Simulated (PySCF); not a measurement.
Correlation energy of Cs(44+) (caesium, charge +44)

[Ne] 3s1, 2S determinant. All numbers are calculated (PySCF 2.14, the spin-free X2C one-electron Hamiltonian (Gaussian nucleus), in an uncontracted even-tempered set (18 s from 8.8 bohr⁻², ratio 2.5; 12 p from 11 bohr⁻², ratio 2.5; 4 d from 42 bohr⁻², ratio 2.7; 4 f from 63 bohr⁻², ratio 2.7)). Frozen: 1s2; 9 electrons correlated; the 21 highest virtual orbitals of each spin left out.

```json
{"level": "CCSD", "correlation energy (mhartree)": "-337.16"}
{"level": "(T)", "correlation energy (mhartree)": "-0.09"}
{"level": "CCSD(T)", "correlation energy (mhartree)": "-337.25"}
```

Diagnostics: T1 = 6.9e-05, D1 = 0.0003, largest double amplitude 0.002.

Cost of the coupled-cluster step: about 30 core-seconds, for 9 correlated electrons.

At this charge the one-electron X2C treatment keeps the bare 1/r₁₂, with no two-electron picture change or Breit term. The effect here is smaller than on the frozen 1s shell; and a scalar Hamiltonian misses the large spin-orbit splitting of the p shells, which matters for ns² → np² pairs.
